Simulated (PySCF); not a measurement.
Job file and geometry (Å, from GFN2-xTB) of an NMR shielding run on `[SiH3]C[C@@H]1CCS1`, C4H10SSi, PySCF 2.14.0, density-fitted response routines, GIAO PBE0/pcSseg-1 NMR shielding, non-relativistic, gas phase; density fitting, a coarse starting grid and PySCF grid level 2 are the driver's defaults:

```
$ OMP_NUM_THREADS=1 python probes_run.py task.json out

{"job": {"kind": "nmr", "xc": "PBE0", "basis": "pcSseg-1"}, "charge": 0, "multiplicity": 1}
Si     2.297746    -0.546578    -0.468816
C      0.667686     0.112835    -1.204965
C     -0.245066     0.698081    -0.159069
C     -0.888963    -0.278241     0.829408
C     -2.313542     0.259320     0.707716
S     -1.906351     1.252305    -0.775965
H      2.019100    -1.635940     0.469185
H      3.128657    -1.037312    -1.566704
H      2.972454     0.543364     0.237775
H      0.139374    -0.682595    -1.734628
H      0.892176     0.882976    -1.946042
H      0.225743     1.547974     0.338895
H     -0.818857    -1.302744     0.463868
H     -0.473291    -0.239419     1.836413
H     -2.615932     0.913335     1.523503
H     -3.088534    -0.478417     0.515159
```

**Question.** Write the output of this run.

**Answer.** 
```
coarse grid: 13792 points
cycle   1  E = -845.5287929824  dE =  4.918e-01  |g| = 3.113e-01  |ddm| = 3.584e+00
cycle   2  E = -845.5299291017  dE = -1.136e-03  |g| = 3.186e-01  |ddm| = 6.590e-01
cycle   3  E = -845.5561687120  dE = -2.624e-02  |g| = 3.929e-02  |ddm| = 3.300e-01
cycle   4  E = -845.5564586965  dE = -2.900e-04  |g| = 2.271e-02  |ddm| = 8.334e-02
cycle   5  E = -845.5565901421  dE = -1.314e-04  |g| = 5.289e-03  |ddm| = 3.216e-02
cycle   6  E = -845.5565963776  dE = -6.236e-06  |g| = 1.345e-03  |ddm| = 5.774e-03
final grid: 122224 points
cycle   7  E = -845.5952948211  dE = -2.764e-05  |g| = 8.753e-03  |ddm| = 2.878e-02
cycle   8  E = -845.5952744170  dE =  2.040e-05  |g| = 1.237e-02  |ddm| = 2.032e-02
cycle   9  E = -845.5953141580  dE = -3.974e-05  |g| = 8.813e-04  |ddm| = 1.350e-02
cycle  10  E = -845.5953143457  dE = -1.877e-07  |g| = 2.334e-04  |ddm| = 1.190e-03
cycle  11  E = -845.5953143582  dE = -1.246e-08  |g| = 4.710e-05  |ddm| = 2.204e-04
cycle  12  E = -845.5953143587  dE = -5.109e-10  |g| = 1.955e-05  |ddm| = 7.946e-05
converged SCF energy = -845.5953143587

GIAO shielding tensors (ppm)
atom      isotropic    diamagn.    paramagn.     s11        s22        s33       span
  0 Si     429.953     879.353    -449.400    402.541    421.793    465.526     62.986
  1 C      161.857     250.345     -88.489    145.516    152.829    187.225     41.709
  2 C      141.363     248.548    -107.184    116.264    145.064    162.762     46.498
  3 C      151.723     247.735     -96.012    130.215    148.103    176.851     46.635
  4 C      163.416     252.065     -88.649    147.831    160.731    181.688     33.857
  5 S      433.432    1055.859    -622.428    165.112    299.332    835.851    670.739
  6 H       27.986      29.131      -1.145     24.286     27.438     32.235      7.950
  7 H       27.954      28.266      -0.313     24.474     25.498     33.889      9.416
  8 H       28.154      28.980      -0.826     24.610     26.381     33.470      8.861
  9 H       30.448      31.008      -0.560     26.391     30.416     34.537      8.146
 10 H       30.518      30.221       0.297     25.903     29.009     36.643     10.740
 11 H       27.711      32.027      -4.316     22.966     29.515     30.650      7.685
 12 H       29.216      31.666      -2.450     25.313     29.876     32.458      7.145
 13 H       29.115      31.148      -2.032     24.821     27.507     35.018     10.197
 14 H       28.304      29.731      -1.427     24.370     26.294     34.249      9.879
 15 H       28.923      29.421      -0.498     24.625     26.334     35.810     11.184
```

**Question.** Turn these shieldings into chemical shifts. Referencing at the same level of theory: ²⁹Si (σref 349.16), ¹³C (σref 186.93), ¹H (σref 31.72) against TMS; CS2 for ³³S (σref 503.73).

**Answer.** Averaging equivalent atoms: Si 0: -80.8; C 2: 45.6; C 3: 35.2; C 1: 25.1; C 4: 23.5; S 5: 70; H 11: 4.01; H 6/7/8: 3.69; H 14: 3.41; H 15: 2.79; H 13: 2.60; H 12: 2.50; H 9: 1.27; H 10: 1.20 ppm. 

Size and cost of the density-fitted run: 166 basis functions, 25 s wall time on 1 thread of an Intel Xeon Platinum 8488C, shared host; peak memory 0.75 GiB.
